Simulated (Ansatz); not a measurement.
Geometry optimisation, RKS PBE0-D4/def2-SVP in Ansatz 0.2.0.

The input (input.yaml):

```yaml
crystal:
  periodic: [false, false, false]
  atoms:
    - { symbol: Al, position_ang: [0.124137, -0.557309, -0.040191] }
    - { symbol: O, position_ang: [1.075289, 0.488808, -1.156165] }
    - { symbol: O, position_ang: [0.780507, -0.983306, 1.461323] }
    - { symbol: O, position_ang: [-1.361082, -1.175274, -0.566773] }
    - { symbol: H, position_ang: [-0.245768, 1.897465, 0.046046] }
    - { symbol: H, position_ang: [-0.735372, 2.065718, 0.525612] }
    - { symbol: H, position_ang: [0.6622, 0.681751, -2.00217] }
    - { symbol: H, position_ang: [1.653745, -0.720621, 1.756699] }
    - { symbol: H, position_ang: [-1.953655, -1.697233, -0.02418] }
basis:
  gaussian: { orbitals: def2-SVP }
hamiltonian:
  xc: pbe0
  dispersion: d4
relax:
  f_tol: 0.03
  max_steps: 50
```

Command:

```bash
$ ansatz run input.yaml --threads 2 --pin off --max-ram 3072MiB --backend cpu --events-out ev --progress --plain --runs-dir out
```

Task: Where does it end, and by what steps?

Result: It converged. After 6 steps the energy has fallen by 0.220 eV; H6 moved furthest, 0.51 Å.

```json
{"step": "0", "energy less start (eV)": "0.0000", "largest force component (eV/Å)": "1.761", "accepted": "yes"}
{"step": "1", "energy less start (eV)": "-0.1482", "largest force component (eV/Å)": "0.817", "accepted": "yes"}
{"step": "2", "energy less start (eV)": "-0.1815", "largest force component (eV/Å)": "0.509", "accepted": "yes"}
{"step": "3", "energy less start (eV)": "-0.1964", "largest force component (eV/Å)": "0.207", "accepted": "yes"}
{"step": "4", "energy less start (eV)": "-0.2106", "largest force component (eV/Å)": "0.174", "accepted": "yes"}
{"step": "5", "energy less start (eV)": "-0.2036", "largest force component (eV/Å)": "0.293", "accepted": "no"}
{"step": "6", "energy less start (eV)": "-0.2202", "largest force component (eV/Å)": "0.030", "accepted": "yes"}
```

```xyz
9
Properties=species:S:1:pos:R:3
Al 0.126 -0.394 -0.089
O 1.112 0.395 -1.235
O 0.742 -0.796 1.442
O -1.404 -0.965 -0.555
H -0.328 1.816 0.154
H -0.792 1.601 0.724
H 0.847 0.499 -2.151
H 1.641 -0.617 1.719
H -1.944 -1.538 -0.009
```

The run took 9 s on 2 threads of Arm Neoverse V2, with other jobs on the host, peak memory 0.16 GiB.
